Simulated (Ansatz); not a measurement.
## Interaction energy ladder

The pair of Cl⁻ (SMILES [Cl-], atom 1) and H2O (SMILES O, atoms 2–4), both closed shells, in one local arrangement (a lower one may exist), relaxed at PBE0-D4/def2-TZVPD:

```xyz
4
angstrom
Cl 0.1739 0.0598 -2.0872
O 0.2197 -0.0260 1.0013
H -0.7373 -0.0363 1.0685
H 0.3437 0.0025 0.0173
```

Computed with Ansatz 0.2.0 (basis: def2-TZVPPD, with def2-QZVPPD for the basis limit); correlated methods freeze the cores. B3LYP uses VWN-RPA correlation. Extrapolation: Hartree–Fock as exp(−7.88 √X), correlation as X^−2.97. Interaction energies count from these two fragments, frozen as in the pair, with the counterpoise correction; negative means bound.

What is the interaction energy by CCSD(T) at an estimated basis limit (MP2 extrapolated from triple and quadruple zeta, plus CCSD(T) − MP2 in triple zeta)? (To be estimated.)

The calculation gives: -64.5 kJ/mol. Hartree–Fock alone gives -51.7 kJ/mol at the basis limit. It counts from the two fragments frozen as in the pair.

The same quantity by other methods in triple zeta, and each one's difference from that estimate:
```
   method  E_int (kJ/mol)  difference
   PBE-D4           -69.4        -4.9
revPBE-D4           -65.4        -0.9
  BLYP-D4           -65.1        -0.6
r2SCAN-D4           -68.3        -3.8
   B97M-V           -63.5         1.0
  PBE0-D4           -68.5        -3.9
 B3LYP-D4           -66.1        -1.6
 HSE06-D4           -68.5        -3.9
  wB97X-V           -65.3        -0.8
  wB97M-V           -64.7        -0.1
   B2PLYP           -62.4         2.1
       HF           -51.6        12.9
      MP2           -62.4         2.2
     CCSD           -59.4         5.1
  CCSD(T)           -61.1         3.4
```
Differences are method less estimate.

Which atoms make the shortest contact between the fragments?

Cl1 and H4, 2.11 Å apart.

Energy to bend the free fragments (PBE0-D4 minima) into their shapes in the pair, CCSD(T)/def2-TZVPPD: H2O 2.7 kJ/mol. This must be added to the interaction energy to get the binding energy from relaxed fragments.

Basis-set superposition shift (counterpoise-corrected less uncorrected): CCSD(T) 3.9; MP2 3.7; HF 0.2; PBE0-D4 0.3; wB97M-V 0.3 kJ/mol.

The T1 diagnostic stays at or below 0.011.

For scale, one of the runs: CCSD(T)/def2-TZVPPD, 125 basis functions, launched by `ansatz run in.yaml --threads 2 --pin off --events-out ev --progress --plain --max-ram 5222MiB`. Time: 2.6 s of wall clock on 2 CPU threads of an Intel Xeon 6975P-C; the host was shared. Peak host memory: 0.64 GiB.
